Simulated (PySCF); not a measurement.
# Dipole response of Fe (iron, neutral)

[Ar] 3d6 4s2, high-spin 5D determinant. Calculation: PySCF 2.14, in x2c-QZVPPall with one added diffuse shell each of s, p, d, f, g type (12s8p6d5f3g, 128 functions); scalar relativity by spin-free X2C-1e. Coupled (time-dependent) response in atomic units; α is the mean over directions.

```
method  mean α (bohr³)         α xx, yy, zz  C₆ (like pair)  S(−4)
  PBE0           64.58  63.90, 63.90, 65.95           585.4   2346
```

S(−4) is the Cauchy moment in α(ω) = α(0) + S(−4) ω² + …

Reference α: 62 ± 4 bohr³ (recommended; Schwerdtfeger and Nagle, table of static dipole polarizabilities (2023 update)). Published C₆: 482.0 (Chu and Dalgarno (2004); Tang, Norbeck and Certain (1976)).

α(iu) at PBE0:

```
u (hartree)  α(iu) (bohr³)
          0          64.58
     0.0500          59.34
      0.100          48.41
      0.200          29.35
      0.300          18.74
      0.500          9.672
      0.750          5.610
       1.00          3.832
       1.50          2.255
       2.00          1.543
       3.00         0.8813
       5.00         0.4093
```

A single London oscillator, α(iu) = α/(1 + u²/ω²), gives C₆ = (3/4) ω α². Matching the computed C₆ needs ω = 4 × 585.4 / (3 × 64.58²) = 0.187 hartree.

The components differ because the open shell of this determinant is not spherical; for a pure term their mean is the scalar polarisability.
